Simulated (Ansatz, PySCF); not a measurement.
Two conformers of C4H10O (SMILES CC(C)CO), B3LYP-D3(BJ)/def2-TZVP minima.
Conformer 1 (charge 0, multiplicity 1):
```xyz
15

C     -0.95295    -1.12456    -0.20042
C     -0.24516     0.22710    -0.13666
C     -0.57190     0.97291     1.15687
C      1.26783     0.07250    -0.28415
O      1.66489    -0.54916    -1.50210
H     -0.66526    -1.74662     0.65195
H     -2.03742    -1.00158    -0.17290
H     -0.68928    -1.66364    -1.11004
H     -0.59334     0.84012    -0.97931
H     -0.22912     0.40636     2.02704
H     -1.64808     1.11978     1.26246
H     -0.09430     1.95469     1.18759
H      1.75224     1.05135    -0.17597
H      1.65193    -0.57287     0.50971
H      1.38993     0.01361    -2.23408
```
Conformer 2 (charge 0, multiplicity 1):
```xyz
15

C      1.6109    -0.2828    -0.0902
C      0.1712     0.1354    -0.3871
C     -0.1705     1.4716     0.2701
C     -0.7903    -0.9598     0.0502
O     -2.1105    -0.6086    -0.3590
H      2.3131     0.4828    -0.4241
H      1.7633    -0.4236     0.9836
H      1.8710    -1.2175    -0.5916
H      0.0559     0.2433    -1.4711
H     -0.0480     1.4080     1.3555
H      0.4877     2.2632    -0.0933
H     -1.2008     1.7574     0.0622
H     -0.4904    -1.9139    -0.4011
H     -0.7406    -1.0732     1.1422
H     -2.7220    -1.2821    -0.0464
```

No zero-point or thermal terms.

Cores are frozen in the correlated methods.

Programs: Ansatz (Gaussian orbitals); PySCF for the dispersion terms. Each number belongs to the level named beside it.

Task: What is the computed electronic energy of conformer 2 less that of conformer 1 (HF/cc-pVDZ)?

Result: 3 meV

Ansatz is a program for electronic structure.
